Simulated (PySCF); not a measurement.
An excited-state table with gaps

Compound: C5H5F3Si.
SMILES: `FC([SiH2]C(C#C)=C)(F)F`

The calculation used TDDFT CAM-B3LYP/def2-SVPD, vertical, gas phase, core orbitals frozen in the response in PySCF 2.14.0, density-fitted response routines. Geometry: GFN2-xTB, one conformer, isolated molecule. Torsions of this conformer, `[CH:1]#[C:2][C:3](=[CH2:4])[SiH2:5][C:6]([F:7])([F:8])[F:9]`: C2–C3–Si5–C6 180°, C3–Si5–C6–F7 180°.

Lowest singlets, with some entries withheld (?).

```json
{"state": "S1", "λ (nm)": "235.4", "f": "0.0000", "main configurations (H = HOMO, L = LUMO)": "H-1→L (94%)"}
{"state": "S2", "λ (nm)": "?", "f": "?", "main configurations (H = HOMO, L = LUMO)": "?"}
{"state": "S3", "λ (nm)": "199.3", "f": "0.0004", "main configurations (H = HOMO, L = LUMO)": "H→L+1 (46%), H→L+3 (25%), H→L+7 (15%)"}
{"state": "S4", "λ (nm)": "176.5", "f": "0.0052", "main configurations (H = HOMO, L = LUMO)": "H→L+2 (86%)"}
{"state": "S5", "λ (nm)": "173.1", "f": "0.0032", "main configurations (H = HOMO, L = LUMO)": "H-4→L (85%)"}
{"state": "S6", "λ (nm)": "?", "f": "?", "main configurations (H = HOMO, L = LUMO)": "?"}
{"state": "S7", "λ (nm)": "167.3", "f": "0.0007", "main configurations (H = HOMO, L = LUMO)": "H→L+1 (40%), H→L+3 (24%), H→L+7 (18%)"}
{"state": "S8", "λ (nm)": "161.9", "f": "0.032", "main configurations (H = HOMO, L = LUMO)": "H-1→L+2 (86%)"}
```

Question: What stands in place of each question mark?

Answer: 
- S2: λ = 222.5 nm; f = 0.186; H→L (84%)
- S6: λ = 168.5 nm; f = 0.213; H-3→L (18%), H-1→L+1 (16%), H→L+5 (14%)

Question: How far apart are S4 and S8, in eV and cm⁻¹?

Answer: 7.659 − 7.023 = 0.636 eV, or about 5130 cm⁻¹.

Question: Which level carries the most intensity, and what share of the listed sum of f?

Answer: S6, with f = 0.213 of 0.441, 48%.

Question: Where do the lowest triplets lie (Tamm–Dancoff)?

Answer: T1 3.39 eV, H→L (92%); T2 4.95 eV, H-1→L (88%); T3 5.55 eV, H-3→L (20%), H-1→L+3 (16%), H-1→L+1 (16%). E(S1) − E(T1) = +1.88 eV.
